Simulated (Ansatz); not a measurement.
## Telling isomers of FH2NSSi apart by their spectra

These gas-phase data were calculated for one isomer of FH2NSSi at B3LYP-D3(BJ)/def2-SVP (harmonic, unscaled wavenumbers; equilibrium rotational constants with average atomic masses):

- rotational constants: 8.175, 3.307, 2.354 GHz
- all wavenumbers above 1500 cm⁻¹: 3692, 3583, 1516

Candidates:

(1) `F[Si@@H]1NS1`, a singlet
(2) `N[Si](F)=S`, a singlet
(3) `[H]/N=[Si](\F)S`, a singlet

Question: Which structure fits?

Answer: Candidate (2). No mode falls between 2500 and 2800 cm⁻¹, where the S–H stretch of (3) would stand. No mode falls between 2000 and 2380 cm⁻¹, where the Si–H stretch of (1) would stand.

The same quantities for all candidates:

|  | rotational constants (GHz) | wavenumbers above 1500 cm⁻¹ | E above the lowest, B3LYP-D3(BJ)/def2-SVP (kcal/mol) |
| --- | --- | --- | --- |
| (1) | 10.33, 3.318, 2.922 | 3493, 2318 | 47.8 |
| (2) | 8.175, 3.307, 2.354 | 3692, 3583, 1516 | 0.0 |
| (3) | 6.754, 3.635, 2.363 | 3625, 2674 | 35.3 |

Harmonic stretches to hydrogen usually lie a few per cent above observed fundamentals. Each candidate is one conformer. Programs: Ansatz 0.2.0.
